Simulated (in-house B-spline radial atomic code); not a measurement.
RPA and G0W0 on r2SCAN0: Cr+

Configuration [Ar] 3d5, highest spin, mean-field start r2SCAN0. Computed with a B-spline radial code for spherical atoms: all electrons, non-relativistic, point nucleus, each spin shell either full or empty, empty states to l = 9 with an (l + 1/2)⁻⁴ tail; G0W0 by contour deformation at full frequency.

Command:
```bash
python run_gw.py task.json out
```
Settings (radii: box in bohr, nucleus in fm):
```
Z                        24
electrons                23
configuration            [Ar] 3d5
hamiltonian              nr
method                   r2scan0
lmax                     9
spin_polarised           True
box_radius               23.78
intervals                52
```

Run time, properties included: 3.4 s on 1 thread of Arm Neoverse N1, with other jobs on the host.

Energies (hartree):

| term | value |
| --- | --- |
| mean-field total | -1044.16181 |
| Hartree-Fock functional on these orbitals | -1043.13374 |
| direct second order | -1.7389 |
| second-order exchange | 0.57489 |
| SOSEX correction | 0.51863 |

(1) What is the RPA correlation energy, and what remains with SOSEX?

Quasi-particle levels (eV):

| level | occupied | mean field | Σx - vxc | Σc | QP weight | G0W0 |
| --- | --- | --- | --- | --- | --- | --- |
| 3d up | yes | -12.850 | -5.09 | ? | ? | ? |
| 4s up | no | -8.801 | 3.22 | -1.18 | 0.956 | -6.758 |

G0W0 = mean field + (Σx - vxc) + Σc, with Σc (partial-wave tail included) taken at the quasi-particle energy. Only the outer levels were computed. Levels of low weight are left out.

(2) Where does G0W0 put 3d up?

Results:

(1) RPA gives -1.4855 hartree (-1.76 eV per electron); RPA + SOSEX gives -0.96687, and the second-order doubles -1.164 hartree (no singles). RPA lacks exchange-type terms and so overcorrelates at short range.

(2) At -16.449 eV, with Σc = 1.49 eV and a quasi-particle weight of 0.807. The tabulated removal energy is 16.486 eV (NIST, measured); the calculation leaves out relativity, Breit and QED terms, and what these don't explain is the method's own error.
